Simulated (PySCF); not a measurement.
C4H5NO.

```xyz
11

C      0.0550    -2.1109     0.0000
C      0.0144    -0.7747     0.0000
C     -1.1604     0.1268     0.0000
N     -0.8290     1.3558     0.0000
C      0.6148     1.3948     0.0000
O      1.0959     0.0490     0.0000
H     -0.8786    -2.6758     0.0000
H      1.0051    -2.6482     0.0000
H     -2.2016    -0.2135     0.0000
H      0.9843     1.9196    -0.8980
H      0.9843     1.9196     0.8980
```
Charge 0, spin multiplicity 1.

Geometry optimised at ωB97X-D3(BJ)/def2-SVP. One conformer was computed; it need not be the lowest.

The numbers are results of B3LYP/pcSseg-1 run with PySCF, not measurements. Non-relativistic, no solvent.

Problem. Give the absolute GIAO shielding of each atom: isotropic value and principal components (ppm). (An estimate is asked for; the answer gives what the named calculation found.)

Solution. 
```json
[
 {"atom": "C1", "σ(iso)": "92.5", "σ11": "5.6", "σ22": "108.6", "σ33": "163.3", "span": "157.6"},
 {"atom": "C2", "σ(iso)": "10.2", "σ11": "-79.0", "σ22": "36.0", "σ33": "73.4", "span": "152.4"},
 {"atom": "C3", "σ(iso)": "15.1", "σ11": "-84.8", "σ22": "30.8", "σ33": "99.4", "span": "184.2"},
 {"atom": "N4", "σ(iso)": "-116.5", "σ11": "-415.8", "σ22": "-133.6", "σ33": "199.9", "span": "615.7"},
 {"atom": "C5", "σ(iso)": "74.8", "σ11": "32.3", "σ22": "77.7", "σ33": "114.3", "span": "82.0"},
 {"atom": "O6", "σ(iso)": "166.9", "σ11": "77.2", "σ22": "210.7", "σ33": "212.8", "span": "135.6"},
 {"atom": "H7", "σ(iso)": "27.0", "σ11": "25.3", "σ22": "25.5", "σ33": "30.1", "span": "4.8"},
 {"atom": "H8", "σ(iso)": "26.7", "σ11": "24.6", "σ22": "25.3", "σ33": "30.3", "span": "5.7"},
 {"atom": "H9", "σ(iso)": "24.0", "σ11": "23.2", "σ22": "23.4", "σ33": "25.5", "span": "2.3"},
 {"atom": "H10", "σ(iso)": "25.4", "σ11": "21.6", "σ22": "25.0", "σ33": "29.6", "span": "8.0"},
 {"atom": "H11", "σ(iso)": "25.4", "σ11": "21.6", "σ22": "25.0", "σ33": "29.6", "span": "8.0"}
]
```
